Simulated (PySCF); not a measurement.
Correlation energy of Zn²⁺ (zinc, charge +2)

[Ar] 3d9 4s1, high-spin 3D determinant (an excited configuration). All numbers are calculated (PySCF 2.14, the spin-free X2C one-electron Hamiltonian (Gaussian nucleus), in aug-cc-pVDZ-DK). Frozen: [Ar]; 10 electrons correlated.

| level | correlation energy (mhartree) |
| --- | --- |
| CCSD | -291.50 |
| (T) | -3.72 |
| CCSD(T) | -295.22 |

Diagnostics: T1 = 0.0075, D1 = 0.0175, largest double amplitude 0.019.

Cost of the coupled-cluster step: roughly 4 core-seconds, for 10 correlated electrons.
